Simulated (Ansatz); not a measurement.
Cost and result up the ladder for BMe2(OH) (C₂H₇BO) (11 atoms). Total charge 0; singlet. Geometry: PBE0-D4/def2-SVP.

Cartesian coordinates in Å:
```
B -0.360 -0.066 -0.164
C 0.518 -1.362 -0.336
H 1.527 -1.129 -0.712
H 0.051 -2.107 -0.996
H 0.667 -1.832 0.653
C 0.202 1.231 0.546
H -0.543 2.023 0.722
H 1.010 1.664 -0.069
H 0.667 0.979 1.514
O -1.628 -0.110 -0.655
H -2.112 0.709 -0.503
```

Ansatz on 4 threads of Arm Neoverse V2 on a shared host. Times are rough, and most runs start from the orbitals of an earlier one. ωB97X-V/def2-TZVP serves as the yardstick here, not as an exact answer. Differences are given only for rows in sets of like size (and for xTB, whose basis is part of the method), since another set adds its own error. Binding counts from free atoms at the same level (B doublet, C triplet, H doublet, O triplet; other spins of the atoms weren't run), without zero-point energy or a counterpoise term.

B3LYP takes the VWN-RPA correlation. Correlated methods freeze 4 core orbitals.

Correlated methods converge slowly with the basis.

```json
{"level": "r2SCAN0-D4/def2-TZVP", "functions": "166", "binding energy per atom (eV)": "4.10", "difference from ωB97X-V/def2-TZVP (eV)": "-0.03"}
{"level": "LDA (SPW92)/def2-TZVP", "functions": "166", "binding energy per atom (eV)": "4.67", "difference from ωB97X-V/def2-TZVP (eV)": "0.54"}
{"level": "B97M-V/def2-TZVP", "functions": "166", "binding energy per atom (eV)": "4.14", "difference from ωB97X-V/def2-TZVP (eV)": "0.01"}
{"level": "PBE-D4/def2-SVP", "functions": "91", "binding energy per atom (eV)": "4.23", "difference from ωB97X-V/def2-TZVP (eV)": "–"}
{"level": "revPBE-D4/def2-TZVP", "functions": "166", "binding energy per atom (eV)": "4.10", "difference from ωB97X-V/def2-TZVP (eV)": "-0.03"}
{"level": "ωB97X-V/def2-TZVP", "functions": "166", "binding energy per atom (eV)": "4.12", "difference from ωB97X-V/def2-TZVP (eV)": "0.00"}
{"level": "MP2/def2-TZVP", "functions": "166", "binding energy per atom (eV)": "4.04", "difference from ωB97X-V/def2-TZVP (eV)": "-0.08"}
{"level": "CCSD(T)/def2-TZVPP", "functions": "222", "binding energy per atom (eV)": "4.04", "difference from ωB97X-V/def2-TZVP (eV)": "-0.08"}
{"level": "HF/6-31G", "functions": "50", "binding energy per atom (eV)": "3.00", "difference from ωB97X-V/def2-TZVP (eV)": "–"}
{"level": "PBE-D4/def2-TZVP", "functions": "166", "binding energy per atom (eV)": "4.19", "difference from ωB97X-V/def2-TZVP (eV)": "0.07"}
{"level": "PBE0-D4/def2-SVP", "functions": "91", "binding energy per atom (eV)": "4.18", "difference from ωB97X-V/def2-TZVP (eV)": "–"}
{"level": "HF/STO-3G", "functions": "27", "binding energy per atom (eV)": "3.86", "difference from ωB97X-V/def2-TZVP (eV)": "–"}
{"level": "r2SCAN-D4/def2-TZVP", "functions": "166", "binding energy per atom (eV)": "4.14", "difference from ωB97X-V/def2-TZVP (eV)": "0.02"}
{"level": "B3LYP-D4/6-31G", "functions": "50", "binding energy per atom (eV)": "4.04", "difference from ωB97X-V/def2-TZVP (eV)": "–"}
```

(1) Estimate how long each takes.

Results:

(1) HF/STO-3G 0.1 s; HF/6-31G 0.15 s; B3LYP-D4/6-31G 0.35 s; PBE-D4/def2-SVP 0.5 s; PBE0-D4/def2-SVP 0.5 s; LDA (SPW92)/def2-TZVP 0.55 s; PBE-D4/def2-TZVP 0.8 s; revPBE-D4/def2-TZVP 0.8 s; MP2/def2-TZVP 0.8 s; r2SCAN-D4/def2-TZVP 1.6 s; r2SCAN0-D4/def2-TZVP 1.6 s; ωB97X-V/def2-TZVP 3.1 s; B97M-V/def2-TZVP 3.5 s; CCSD(T)/def2-TZVPP 2.6 min. On shared hardware such times vary by a factor of up to 3.
